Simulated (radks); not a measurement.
Problem. Species: Ta4+. Configuration: [Kr] 4d10 4f14 5s2 5p5 5d1 6d1 (not the ground configuration). Method: scalar-relativistic Kohn-Sham, LDA (Slater exchange, Perdew-Zunger correlation), spin-polarised, spherical densities, point nucleus; open shells are filled with parallel spins first (spin-orbit coupling, left out, can overturn this in heavy ions); computed with a radial shooting solver on a logarithmic mesh with Libxc functionals. Some entries of the table are withheld. Estimate them.

orbital,occ.,eigenvalue (hartree),<r^2> (bohr^2)
1s up,1,-2475.751,0.0004791
1s down,1,-2475.747,0.0004791
2s up,1,-427.0247,0.007381
2s down,1,-427.0197,0.007381
2p up,3,-374.5978,0.006086
2p down,3,-374.5923,0.006086
3s up,1,-99.29467,0.04803
3s down,1,-99.29118,0.04803
3p up,3,-83.70407,0.04871
3p down,3,-83.70021,0.04871
3d up,5,-65.48446,0.04041
3d down,5,-65.47995,0.04041
4s up,1,-21.76574,0.2380
4s down,1,-21.75880,0.2380
4p up,3,-16.65030,0.2711
4p down,3,-16.64281,0.2710
4d up,5,-10.10249,0.3178
4d down,5,-10.09304,0.3173
5s up,1,-4.59985,1.310
5s down,1,-4.54588,1.304
5p up,3,-3.31616,1.733
5p down,2,-3.25595,1.728
4f up,7,-2.85364,0.5005
4f down,7,-2.83607,0.4935
5d up,1,-1.80009,3.083
5d down,0,-1.73726,3.090
6s up,0,-1.54018,6.566
6s down,0,-1.48397,6.541
6p up,0,-1.21013,9.050
6p down,0,-1.15242,9.059
6d up,1,-0.81020,15.65
5f up,0,(1),11.25
6d down,0,-0.75521,16.40
5f down,0,(2),11.67
7d up,0,(3),(4)
7d down,0,(5),(6)

Solution. 
(1) 5f up eigenvalue (hartree): -0.76475
(2) 5f down eigenvalue (hartree): -0.70787
(3) 7d up eigenvalue (hartree): -0.45104
(4) 7d up <r^2> (bohr^2): 45.04
(5) 7d down eigenvalue (hartree): -0.43249
(6) 7d down <r^2> (bohr^2): 48.36
